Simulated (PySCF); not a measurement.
Can point charges reproduce the dipole moment of `CC(C)C(=O)[SiH2]N([SiH3])[SiH3]`?

Coordinates (GFN2-xTB, Å) and charges (e) from the PBE0/pcSseg-1 density (PySCF):

```
atom       x       y       z  Mulliken      IAO  Hirshfeld  ESP-fitted
  C1  -3.070  -1.077  -0.101   -0.1888  -0.4196    -0.1223     -0.5662
  C2  -2.124   0.065  -0.459   -0.3923  -0.1412    -0.0299     +0.4516
  C3  -2.511   1.357   0.263   -0.2437  -0.4140    -0.1102     -0.5129
  C4  -0.686  -0.276  -0.141   +0.0758  +0.1422    +0.0997     +0.2710
  O5  -0.386  -1.332   0.376   -0.3888  -0.3718    -0.1399     -0.3870
 Si6   0.714   0.939  -0.600   +0.7518  +0.8159    +0.3484     +0.3682
  N7   2.126   0.005  -0.335   -1.0862  -1.0301    -0.3473     -0.4898
 Si8   3.659   0.602  -0.914   +0.6415  +0.7501    +0.3462     +0.4544
 Si9   2.101  -1.525   0.571   +0.7336  +0.7549    +0.3139     +0.4999
 H10  -4.096  -0.818  -0.352   +0.1154  +0.1402    +0.0426     +0.1401
 H11  -2.793  -1.979  -0.643   +0.1244  +0.1509    +0.0407     +0.1295
 H12  -3.011  -1.292   0.963   +0.1167  +0.1478    +0.0398     +0.1450
 H13  -2.158   0.249  -1.540   +0.1443  +0.1480    +0.0477     -0.0419
 H14  -3.554   1.595   0.063   +0.1312  +0.1513    +0.0502     +0.1395
 H15  -2.386   1.238   1.337   +0.1218  +0.1452    +0.0444     +0.1333
 H16  -1.896   2.187  -0.071   +0.1323  +0.1405    +0.0411     +0.1034
 H17   0.519   1.320  -2.004   -0.0830  -0.1343    -0.0776     -0.1070
 H18   0.647   2.128   0.260   -0.0826  -0.1399    -0.0784     -0.0933
 H19   4.241  -0.376  -1.833   -0.0854  -0.1332    -0.0775     -0.0962
 H20   4.549   0.857   0.218   -0.0836  -0.1340    -0.0784     -0.0979
 H21   3.375   1.855  -1.613   -0.1163  -0.1335    -0.0790     -0.0905
 H22   1.568  -1.309   1.911   -0.1041  -0.1324    -0.0861     -0.0918
 H23   1.620  -2.611  -0.275   -0.0966  -0.1348    -0.0872     -0.0972
 H24   3.543  -1.783   0.759   -0.1374  -0.1682    -0.1012     -0.1641
```

Q: What dipole does each set of charges give (1 e·Å = 4.803 D), and what does the density give?

A: The full density gives (-2.34, 1.87, -0.90) D, 3.13 D in size; dipole vectors point from the negative to the positive end.

```json
{"scheme": "Mulliken", "μx": "-1.39", "μy": "2.88", "μz": "-0.72", "size (D)": "3.28", "share of the full size (%)": "105", "angle to the full dipole (°)": "25"}
{"scheme": "IAO", "μx": "-1.54", "μy": "2.87", "μz": "-1.34", "size (D)": "3.52", "share of the full size (%)": "113", "angle to the full dipole (°)": "22"}
{"scheme": "Hirshfeld", "μx": "-1.98", "μy": "1.59", "μz": "-0.70", "size (D)": "2.64", "share of the full size (%)": "84", "angle to the full dipole (°)": "1"}
{"scheme": "ESP-fitted", "μx": "-2.33", "μy": "1.90", "μz": "-0.89", "size (D)": "3.13", "share of the full size (%)": "100", "angle to the full dipole (°)": "1"}
```

Q: Which set comes closest?

A: Length of the difference vector: ESP-fitted 0.03 D, Hirshfeld 0.49 D, IAO 1.35 D, Mulliken 1.39 D. Closest: ESP-fitted. ESP charges are fitted to the potential around the molecule, whose slowest-falling term is the dipole's. 

Q: What is left for the Hirshfeld atoms' own dipoles?

A: The Hirshfeld atoms' densities add up to the full density, so μ = Σ q r + Σ (atomic dipoles). The atomic dipoles sum to (-2.34, 1.87, -0.90) − (-1.98, 1.59, -0.70) = (-0.36, 0.28, -0.20) D, 0.49 D in size.

Q: With the origin at the mean of the coordinates, (0.000, 0.001, -0.173) Å, which are the largest single terms, by size, of the Mulliken dipole along the direction of the full one?

A: Si9 -9.51, N7 +8.05, Si8 -6.67, C2 -3.22, C3 -3.00 D; all 24 atoms together +2.97 D. The single terms depend on the origin, their sum doesn't.

Q: Give the size of the full dipole in other units.

A: 3.13 D = 1.230 au = 0.651 e·Å = 10.43 × 10⁻³⁰ C·m.

The structure is a single GFN2-xTB conformer in the gas phase; no vibrational or solvent corrections.

Conformer computed: `[CH3:1][CH:2]([CH3:3])[C:4](=[O:5])[SiH2:6][N:7]([SiH3:8])[SiH3:9]`: C1–C2–C4–O5 -2°, C2–C4–Si6–N7 -169°, C4–Si6–N7–Si8 168°.
